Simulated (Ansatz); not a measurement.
Ansatz (an electronic-structure program) input (B3LYP-D3(BJ)/def2-TZVP):

Ansatz 0.2 input:
```yaml
crystal:
  periodic: [false, false, false]
  atoms:
    - {symbol: Si, position_ang: [0.78051138, 0.00674539, 0.10000958]}
    - {symbol: C, position_ang: [-1.08809087, -0.00612526, -0.14305201]}
    - {symbol: Br, position_ang: [1.46502503, 1.96979280, 0.88636094]}
    - {symbol: Br, position_ang: [1.83185771, -0.36732248, -1.82136696]}
    - {symbol: Br, position_ang: [1.40452765, -1.56607624, 1.54078100]}
    - {symbol: H, position_ang: [-1.60384318, 0.18161316, 0.79532996]}
    - {symbol: H, position_ang: [-1.42489819, -0.96720305, -0.52328956]}
    - {symbol: H, position_ang: [-1.39355563, 0.75955179, -0.85148423]}
basis:
  gaussian:
    orbitals: def2-TZVP
hamiltonian:
  xc: b3lyp
  dispersion: d3bj
relax: {f_tol: 0.002, max_steps: 150}
```

End of the output:

```
mean field: 1.34 GiB planned
mean field evaluation 64: about -219110.5323 eV, gradient 2.2e-3 eV
mean field -219110.53233446 eV, -8052.1635448382 hartree, gradient 2.4e-5 eV, S^2 0.000000; 1 other end points of the search recorded, 0 dependent functions left out
the calculation of the forces begins
reference -219110.53261567 eV, -8052.1635551728 hartree; 64, 64 occupied and 166, 166 virtual orbitals, 1812 factors
Total energy: -219111.13381554 eV, -8052.1856488605 hartree
Atom 0 at     0.766297     0.006661     0.097858 Å, force     0.000205    -0.000000     0.000054 eV/Å
Atom 1 at    -1.068956    -0.005907    -0.140403 Å, force    -0.000748     0.000027    -0.000101 eV/Å
Atom 2 at     1.423993     1.979763     0.883139 Å, force    -0.000103    -0.000291    -0.000169 eV/Å
Atom 3 at     1.793194    -0.371061    -1.837398 Å, force    -0.000225     0.000023     0.000333 eV/Å
Atom 4 at     1.362411    -1.573204     1.543920 Å, force    -0.000138     0.000299    -0.000231 eV/Å
Atom 5 at    -1.566272     0.180603     0.812099 Å, force     0.000458    -0.000312    -0.000952 eV/Å
Atom 6 at    -1.384724    -0.976398    -0.524858 Å, force     0.000281     0.000996     0.000309 eV/Å
Atom 7 at    -1.354409     0.770521    -0.851068 Å, force     0.000270    -0.000742     0.000756 eV/Å
Dipole moment:    -0.385929    -0.002611    -0.050099 e Å
```
